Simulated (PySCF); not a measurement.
Cl5Nb (SMILES [Cl][Nb]([Cl])([Cl])([Cl])[Cl]), singlet, at a GFN2-xTB geometry (such geometries of metal compounds can be far from the true shape) (core potentials on Nb). Base run: DF-R2SCAN/def2-SVP in PySCF.

Here is a job for PySCF.
```python
from pyscf import gto, scf, dft

mol = gto.Mole()
mol.atom = '''
    Nb    0.00000000    0.00000000    0.00000000
    Cl    1.85789039   -0.39583951   -1.21898392
    Cl    0.99260993   -0.98374584    1.83231779
    Cl   -0.99260993    0.98374584   -1.83231779
    Cl   -1.65217834   -1.53614236    0.07029074
    Cl   -0.20571205    1.93198187    1.14869318
'''
mol.basis = 'def2-svp'
mol.ecp = {'Nb': 'def2-svp'}
mol.verbose = 4
mol.build()

mf = dft.RKS(mol)
mf.xc = 'r2scan'
mf = mf.density_fit(auxbasis='def2-universal-jkfit')
mf.kernel()
mf.analyze()
```

Each row names what was changed in the base input (with any setting that the change needs).

```csv
change,ΔE vs base (mEh),grid points,electrons on the grid
base,0.000,116840,98.00000
"grids.atom_grid = (150, 974)",0.214,442440,98.00000
grids.radi_method = gauss_chebyshev,0.371,113472,98.00000
"grids.atom_grid = (75, 302)",0.187,81688,98.00002
grids.prune = dft.gen_grid.treutler_prune,0.001,114192,98.00000
grids.prune = off,0.001,214832,98.00000
"grids.atom_grid = (30, 110)",7.521,14544,98.00169
grids.level = 0,129.2,10992,97.96593
grids.level = 2,-0.934,73136,98.00002
grids.level = 5,0.250,263112,98.00000
grids.radi_method = mura_knowles,0.125,106992,98.00000
```
